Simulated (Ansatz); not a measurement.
**Scan of the H6–C1–H5 angle**

C₂H₄BN (SMILES CB=C=N), closed shell, at its PBE0-D4/def2-TZVP minimum:

```
atom    x (Å)    y (Å)    z (Å)
  C1   0.7448   1.1451   0.6266
  B2   0.0949  -0.0760  -0.0055
  C3  -0.5570  -1.1651  -0.5503
  N4  -1.0566  -2.2206  -0.9725
  H5   0.6663   2.0571   0.0301
  H6   1.7809   0.9910   0.9370
  H7   0.1705   1.3282   1.5478
  H8  -1.8437  -2.0597  -1.6132
```

The angle H6–C1–H5 (109.9° at the minimum) is set to the values below, H6, with anything bonded beyond it, turning rigidly in the plane of the angle. Each method's energies count from its own value at the PBE0-D4 minimum structure. Ansatz 0.2.0; basis: def2-TZVPP; cores frozen in the correlated methods. B3LYP uses VWN-RPA correlation.

CCSD(T) energies along the scan:
```json
{"angle (°)": "91.9", "CCSD(T) (eV)": "0.266"}
{"angle (°)": "96.4", "CCSD(T) (eV)": "0.150"}
{"angle (°)": "100.9", "CCSD(T) (eV)": "0.067"}
{"angle (°)": "105.4", "CCSD(T) (eV)": "0.017"}
{"angle (°)": "109.9", "CCSD(T) (eV)": "0.000"}
{"angle (°)": "114.4", "CCSD(T) (eV)": "0.016"}
{"angle (°)": "118.9", "CCSD(T) (eV)": "0.066"}
{"angle (°)": "123.4", "CCSD(T) (eV)": "0.149"}
{"angle (°)": "127.9", "CCSD(T) (eV)": "0.265"}
```
They count from the CCSD(T) energy at the PBE0-D4 minimum.

Largest difference from the CCSD(T) curve over the scan: PBE0-D4 0.009; B3LYP-D4 0.008; MP2 0.002 eV. Each curve counts from its own value at the minimum.

No T1 diagnostic of these runs exceeds 0.015. The restricted Hartree–Fock reference is unstable towards an unrestricted one here.

For scale, one of the runs: CCSD(T)/def2-TZVPP, 180 basis functions (an equivalent command: `ansatz run in.yaml --threads 2`). Hardware: 2 CPU threads, shared host. Wall time 38 s; peak host memory 1.8 GiB.
